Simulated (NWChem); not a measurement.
Species: CH6SeSi; SMILES C[Se][SiH3]

Computed with NWChem. Coordinates come from a B3LYP/6-31G* (spherical d) optimisation. B3LYP is NWChem's, with the RPA form of VWN correlation. Ions are spin-unrestricted doublets at the neutral geometry; other ion states weren't tried.

For level PBE/def2-SVP:

| Item | Result |
|---|---|
| −ε(HOMO) (eV) | 5.33 |

### Question
How do the values read with level B3LYP/def2-SVP instead?

### Answer
* **−ε(HOMO) (eV)**: 6.23
